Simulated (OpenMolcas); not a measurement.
Mo4+ among 4 point charges of -2 e arranged as a square (D4h), 1.95 Å from the ion.

```yaml
Program: OpenMolcas 26.06
Method: "SS-CASPT2, IPEA 0.25 Eh, imaginary shift 0.1 Eh (closed shells correlated: 4s 4p)"
Basis: ANO-RCC-VDZP [6s5p3d1f]
Scalar_Hamiltonian: DKH2, point nucleus
Active_space: 2 electrons in 5 orbitals (4d)
State_averaging: 2S+1 = 3 even, 10 roots; 2S+1 = 1 even, 15 roots
Spin-orbit_coupling: state interaction with AMFI integrals over the reference wave functions
```

Question: What is the spin-free ground state (labels of D4, the rotations of D4h)?

Answer: 3E, 2-fold in its orbital part, 63 % from free-ion F terms; it has the highest spin that d2 allows.

Question: Where is the first state of the same spin?

Answer: 3A2 at 3430 cm-1 above the ground state.

Question: What are the lowest two levels with spin-orbit coupling?

Answer: A 1-fold level A1, then a 1-fold level A2 600 cm-1 above it. Their leading multiplicities are 3 (97 %) and 3 (100 %).

Question: What is χT at 300 K, and how does it compare with the textbook value?

Answer: The lowest level has 2S+1 = 3, for which the spin-only value is χT = S(S+1) / 2 = 1.000 cm3 K/mol (g = 2). The computed 0.207 at 300 K differs by -0.793, through orbital momentum, spin-orbit coupling and any other state in reach.

An orbital doublet at a regular site is open to a Jahn-Teller distortion, which this geometry leaves out. Free-ion shares, where given, are those of the reference states; single-state CASPT2 does not remix them. Point charges carry no covalency, so the field is a model and not that of real ligands. No measured value stands beside these numbers.
